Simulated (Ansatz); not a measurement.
Species: CH₃BI, net charge 0, doublet state. It need not be the lowest isomer of its formula. 
Structure (B3LYP-D3(BJ)/def2-TZVP (Ansatz, an electronic-structure program) minimum search):
```xyz
6

C     -2.6788     0.1199     0.1385
B     -1.2994     0.7975     0.2729
I      0.5971    -0.0850    -0.0496
H     -3.4930     0.8348     0.0070
H     -2.7173    -0.6285    -0.6585
H     -2.8662    -0.4089     1.0833
```
Charge 0, spin multiplicity 2.

Wanted: atomisation energy (electronic, to ground-state atoms), in kcal/mol. Cores are frozen in the correlated levels unless marked. UHF or UKS for open shells. Spin-orbit coupling is left out. The frozen core is the preceding noble-gas configuration, with the filled d and f shells of earlier blocks. In def2 rows, elements after Kr have scalar-relativistic effective core potentials. STO-3G rows are all-electron and non-relativistic. The coupled-cluster limit lacks core correlation, which all-electron functionals hold. Basis-set limits of correlation are two-point, X^-3; Hartree-Fock from the larger set.

```csv
level,program,atomisation energy (kcal/mol)
HF/def2-TZVPP,Ansatz,358.2
revPBE/def2-TZVPD,Ansatz,462.6
```

Task: Predict the CCSD(T)/CBS(def2-TZVPP,def2-QZVPP) result (Ansatz).

Result: 463.5 kcal/mol, so revPBE/def2-TZVPD differs from it by -0.9 kcal/mol.
